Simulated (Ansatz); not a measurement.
ClHMoOS2 (`[OH][Mo](=[S])(=[S])[Cl]`). The species carries charge 0 and has multiplicity 1. Mo takes the def2 core potential. All single points use the PBE0-D4/def2-TZVP geometry. It is one conformer, not always the lowest.

```xyz
6

O     0.828   -0.456   -1.196
Mo   -0.165   -0.052    0.314
S     0.569   -1.172    1.921
S     0.018    1.981    0.772
Cl   -2.334   -0.529    0.013
H     1.085    0.228   -1.824
```

Problem. What is the dipole moment at B3LYP/def2-TZVPP? (Estimate.)

Solution. Ansatz gave: 2.13 D, with components (0.79, 0.81, -1.80) D in this frame, pointing from negative to positive charge.

Problem. And with PBE, r2SCAN, ωB97M-V? (An estimate is asked.)

Solution. Ansatz gave: PBE 2.21 D, r2SCAN 2.25 D, ωB97M-V 2.12 D.

Problem. Give the Mulliken charges with B3LYP, ωB97M-V, PBE in def2-TZVPP. (Estimate.)

Solution. The calculation gave: 
```json
{"atom": "O1", "B3LYP": "-0.46", "ωB97M-V": "-0.44", "PBE": "-0.41"}
{"atom": "Mo2", "B3LYP": "1.05", "ωB97M-V": "0.86", "PBE": "0.96"}
{"atom": "S3", "B3LYP": "-0.28", "ωB97M-V": "-0.21", "PBE": "-0.27"}
{"atom": "S4", "B3LYP": "-0.27", "ωB97M-V": "-0.20", "PBE": "-0.26"}
{"atom": "Cl5", "B3LYP": "-0.27", "ωB97M-V": "-0.23", "PBE": "-0.24"}
{"atom": "H6", "B3LYP": "0.23", "ωB97M-V": "0.22", "PBE": "0.23"}
```

B3LYP here is the variant with VWN-RPA as its local correlation; programs differ in this.
